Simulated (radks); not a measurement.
The numbers below are computed, except where a source is named.
Spherical quantum dot in the effective-mass picture: electrons in a well V = -V0 / (1 + exp((r - R)/a)) with V0 = 6.64, R = 6.23, a = 0.33, with a point charge +1 (a donor) at the centre, all in effective atomic units (hartree* = m*/eps^2 hartree, bohr* = eps/m* bohr), one dielectric constant everywhere. Level of theory: non-relativistic Kohn-Sham, LDA (Slater exchange, Perdew-Wang correlation), spin-polarised, spherical densities (a radial shooting solver with Libxc functionals). Levels are named by radial order and angular momentum (1s, 1p, 1d, 2s, ...), and open shells are averaged over m.

N = 12, configuration 1s2 1p6 1d(up 3, down 0) 2s(up 1, down 0). This is the lowest configuration that the search found. Occupied and some empty levels:

level,occupation,eigenvalue (hartree*),<r> (bohr*)
1s up,1,-4.2575,3.437
1s down,1,-4.2139,3.646
1p up,3,-4.1543,4.100
1p down,3,-4.1204,4.101
1d up,3,-4.0211,4.287
2s up,1,-4.0075,2.312
1d down,0,-3.9872,4.287
2s down,0,-3.9075,2.306
1f up,0,-3.8447,4.432
1f down,0,-3.8106,4.434
1g up,0,-3.6284,4.555
1g down,0,-3.5945,4.559
2p up,0,-3.5633,3.138
2p down,0,-3.5241,3.196

Energy (hartree*): total -64.9989, kinetic 3.6478, external -82.286, Hartree 16.506, exchange-correlation -2.8660.

Electron density:

r (bohr*),n(r) (e/bohr*^3)
0.367,0.1612
0.777,0.07322
1.19,0.03558
1.59,0.01983
2.00,0.01414
2.41,0.01354
2.82,0.01571
3.23,0.01918
3.64,0.02230
4.05,0.02323
4.46,0.02047
4.87,0.01421
5.28,0.007067
5.69,0.002207
6.10,0.0003834
6.51,0.00003818
6.92,2.701e-06
7.33,1.655e-07
7.74,9.916e-09
